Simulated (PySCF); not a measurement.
Compound: C3H10Si3.
Geometry (PBE0-D3(BJ)/def2-SVP, Å), atoms numbered from 1 in this order:
```xyz
16
C3H10Si3 angstrom
Si     3.3603    0.8753    0.2651
C      1.8196   -0.0544   -0.0923
C      0.7891   -0.6700   -0.3357
Si    -0.7910   -1.5538   -0.6615
C     -2.1157   -0.9292    0.5112
Si    -2.4600    0.9224    0.4286
H      4.3767   -0.0497    0.8451
H      3.0646    1.9657    1.2392
H      3.8882    1.4671   -0.9981
H     -1.1844   -1.3013   -2.0800
H     -0.5577   -3.0178   -0.4788
H     -3.0506   -1.4732    0.2894
H     -1.8238   -1.1930    1.5421
H     -2.8778    1.3005   -0.9568
H     -1.2380    1.7006    0.7896
H     -3.5604    1.2908    1.3721
```

All values: wB97X-D/def2-SVPD (PySCF, non-relativistic), on one gas-phase PBE0-D3(BJ)/def2-SVP geometry that isn't relaxed in the solvent. The solvent is an IEF-PCM continuum (cavity from Bondi-type radii × 1.2), and excitations are vertical TDDFT with non-equilibrium linear response and a frozen core. Specific hydrogen bonds and non-electrostatic terms are outside this model.

Gas-phase singlets (H = HOMO, L = LUMO):

| state | E (eV) | λ (nm) | f | leading configuration |
| --- | --- | --- | --- | --- |
| S1 | 5.509 | 225 | 0.000 | H-1→L 35% |
| S2 | 5.761 | 215 | 0.000 | H-1→L+1 44% |
| S3 | 5.762 | 215 | 0.000 | H→L+1 44% |
| S4 | 7.617 | 163 | 0.897 | H→L 34% |
| S5 | 7.728 | 160 | 0.002 | H-1→L+2 47% |

How does the list change in cyclohexane (ε = 2.017)?

| state | E (eV) | λ (nm) | f | leading configuration | change by rank (eV) |
| --- | --- | --- | --- | --- | --- |
| S1 | 5.532 | 224 | 0.000 | H-1→L 40% | +0.023 |
| S2 | 5.774 | 215 | 0.000 | H-1→L+1 45% | +0.013 |
| S3 | 5.774 | 215 | 0.000 | H→L+1 44% | +0.012 |
| S4 | 7.470 | 166 | 1.356 | H→L 43% | -0.147 |
| S5 | 7.716 | 161 | 0.001 | H-1→L+2 57% | -0.012 |

How do the frontier levels move from gas to cyclohexane?

| orbital | gas (eV) | solvent (eV) | change (eV) | Löwdin shares, gas | Löwdin shares, solvent |
| --- | --- | --- | --- | --- | --- |
| LUMO+2 | 1.83 | 1.86 | +0.03 | Si1 28 %, Si6 14 %, Si4 12 %, C2 10 % | Si1 29 %, Si6 13 %, Si4 12 %, C2 11 % |
| LUMO+1 | 1.06 | 1.07 | +0.01 | C2 27 %, C3 26 %, Si1 14 %, Si4 13 % | C2 27 %, C3 26 %, Si1 14 %, Si4 13 % |
| LUMO | 1.00 | 1.02 | +0.02 | C2 24 %, C3 24 %, Si4 13 %, Si1 12 % | C2 25 %, C3 25 %, Si4 13 %, Si1 13 % |
| HOMO | -9.92 | -9.92 | 0.00 | C2 34 %, C3 33 %, Si4 7 %, Si1 6 % | C2 32 %, C3 32 %, Si4 7 %, C5 7 % |
| HOMO-1 | -9.94 | -9.95 | -0.01 | C2 35 %, C3 35 %, Si4 7 %, Si1 7 % | C2 35 %, C3 34 %, Si4 7 %, Si1 7 % |
| HOMO-2 | -10.89 | -10.84 | +0.05 | C5 25 %, Si6 21 %, H16 15 %, Si4 13 % | C5 25 %, Si6 20 %, H16 14 %, Si4 13 % |
| HOMO-3 | -11.22 | -11.16 | +0.06 | Si6 26 %, C5 22 %, H14 11 %, H16 9 % | Si6 26 %, C5 22 %, H14 11 %, H16 9 % |

The HOMO–LUMO gap goes from 10.92 to 10.94 eV.
